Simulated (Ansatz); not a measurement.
Gas-phase electronic energies from Ansatz, PBE0-D4/def2-TZVP geometries. CCSD(T)/CBS adds triple-zeta CCSD(T) − MP2 to the extrapolated MP2 energy (def2 sets, frozen cores). DFT in def2-TZVPP. For Se outer-core shells are correlated without core-valence functions, which leaves a few kJ/mol of doubt a bond. Scalar relativity is left out up to krypton. Each species was taken in one conformer, which may not be the lowest.

`CN[Si](F)(F)F` + H₂Se → `F[Si](F)(F)[SeH]` + CH₃NH₂  (ligand exchange at the Si–N bond)

`CN[Si](F)(F)F`:

```xyz
10

C     0.357    0.050   -1.374
N     0.426    0.449    0.020
Si   -0.494   -0.183    1.261
F    -2.022   -0.217    0.875
F    -0.285    0.699    2.550
F    -0.155   -1.672    1.667
H     0.341    0.924   -2.030
H    -0.565   -0.505   -1.555
H     1.195   -0.591   -1.667
H     1.202    1.046    0.253
```

H₂Se:

```xyz
3

Se    0.350   -0.186   -0.558
H     0.322   -0.643    0.836
H    -0.672    0.829   -0.278
```

`F[Si](F)(F)[SeH]`:

```xyz
6

F    -0.861    1.005   -1.110
Si   -0.494    0.095    0.121
F    -1.740   -0.803    0.462
F    -0.242    1.074    1.327
Se    1.230   -1.264   -0.277
H     2.106   -0.108   -0.523
```

CH₃NH₂:

```xyz
7

C     0.379   -0.251    0.341
N    -0.791    0.350   -0.276
H     1.282   -0.277   -0.288
H     0.148   -1.277    0.633
H     0.626    0.293    1.255
H    -1.044   -0.146   -1.121
H    -0.600    1.307   -0.546
```

```tsv
species	BLYP-D4 energy (Eh)
`CN[Si](F)(F)F`	-684.66717
H₂Se	-2402.78445
`F[Si](F)(F)[SeH]`	-2991.58835
CH₃NH₂	-95.85528
```

Work out ΔE.

ΔE = (-2991.58835) + (-95.85528) − (-684.66717) − (-2402.78445) = 0.00799 Eh = +0.22 eV. CCSD(T)/CBS gives +0.23 eV.

Largest T1 diagnostic among the species: 0.011.

From BLYP to BHLYP (50 % exact exchange), in def2-TZVPP and without D4, ΔE moves by +0.12 eV. In def2-TZVPP, CCSD(T) changes the Hartree–Fock value by −0.10 eV (the triples alone add −0.03 eV) and MP2 by −0.13 eV. At CCSD(T), def2-SVP lies +0.13 eV from the extrapolated value and def2-TZVPP +0.05 eV.
